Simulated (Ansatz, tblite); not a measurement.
Spin states of Li6H7⁻ (the lowest singlet isomer of a short search), each relaxed with PBE0-D4/def2-TZVPD in Ansatz. Electronic energies in the gas phase.

The xTB rows come from tblite. Correlated methods freeze no core orbitals; core or outer-core shells of Li are correlated, in sets that lack core-valence functions. In the triplet, H8 and H9 lie 0.82 Å apart (atoms count from 1), so H2 has formed as a molecule. In the quintet, H10 and H11 lie 0.75 Å apart, H8 and H13 lie 0.81 Å apart (atoms count from 1), so H2 has formed as a molecule. The structure comes from a short search, and lower isomers may exist.

Singlet geometry:

```xyz
13

Li    0.369    1.103   -1.430
Li   -1.118   -0.915   -1.295
Li   -0.631   -1.059    1.372
Li    1.152   -1.305   -0.183
Li    1.384    0.823    0.704
Li   -1.114    1.345    0.840
H    -0.438   -2.304   -0.279
H    -0.264    0.052   -0.056
H    -0.960    0.392   -2.495
H     1.960    0.189   -0.958
H     1.232   -0.800    1.614
H     0.348    2.326    0.271
H    -1.920    0.154    1.895
```

Triplet geometry:

Cartesian coordinates in Å:
```
Li -0.581 -0.884 -1.611
Li -1.591 -0.672 1.701
Li 0.926 1.024 1.532
Li 1.365 -1.248 0.632
Li 1.284 0.741 -0.898
Li -1.080 1.690 -0.489
H 0.135 -0.606 1.757
H -1.864 -0.621 -0.212
H -1.870 -1.440 -0.235
H 1.010 -1.195 -1.075
H 2.352 0.276 0.676
H -0.554 0.837 -1.980
H 0.467 2.097 0.201
```

Quintet geometry:

| atom | x (Å) | y (Å) | z (Å) |
| --- | --- | --- | --- |
| Li1 | -0.6274 | 2.0238 | 0.2200 |
| Li2 | -1.0215 | -0.4735 | 1.3535 |
| Li3 | -1.1486 | -3.4951 | 0.2916 |
| Li4 | -0.4950 | -0.5184 | -1.0077 |
| Li5 | 1.9950 | 1.4744 | -0.5394 |
| Li6 | 1.3722 | 1.6189 | 2.0995 |
| H7 | -0.6765 | -1.8212 | 0.2161 |
| H8 | 1.8462 | 0.1246 | 0.9109 |
| H9 | -1.5716 | 0.5957 | -0.0383 |
| H10 | -1.4072 | -1.0275 | -2.8145 |
| H11 | -1.8645 | -1.3768 | -2.3263 |
| H12 | 1.0142 | 2.4482 | 0.5749 |
| H13 | 2.5848 | 0.4272 | 1.0597 |

⟨S²⟩: triplet 2.00 at PBE0-D4/def2-TZVPD (pure 2.00), quintet 6.00 at PBE0-D4/def2-TZVPD (pure 6.00).

Run but left out: GFN2-xTB (tight binding far off the other levels).

Only these spin states were relaxed. The triplet has other bonds than the singlet, so the gap mixes isomer and spin. The quintet has other bonds than the singlet, so the gap mixes isomer and spin.

| level | triplet − singlet (kJ/mol) | quintet − singlet (kJ/mol) | lowest of these | remarks |
| --- | --- | --- | --- | --- |
| GFN1-xTB | 428.1 | 853.0 | singlet | – |
| HF/STO-3G | 243.0 | 356.0 | singlet | HOMO above zero (quintet), HOMO above zero (triplet) |
| PBE-D4/def2-TZVPD | 176.7 | 375.8 | singlet | HOMO above zero (quintet), HOMO above zero (triplet) |
| BLYP-D4/def2-TZVPD | 193.9 | 420.6 | singlet | HOMO above zero (quintet), HOMO above zero (triplet) |
| r2SCANh-D4/def2-TZVPD | 184.2 | 380.6 | singlet | HOMO above zero (quintet), HOMO above zero (triplet) |
| r2SCAN0-D4/def2-TZVPD | 187.2 | 384.9 | singlet | HOMO above zero (triplet) |
| ωB97X-V/def2-TZVPD | 237.3 | 465.7 | singlet | – |
| RPA@PBE/def2-TZVPD | 187.3 | 359.7 | singlet | – |

The xTB methods have no term that favours high spin, so they put low spin too low.
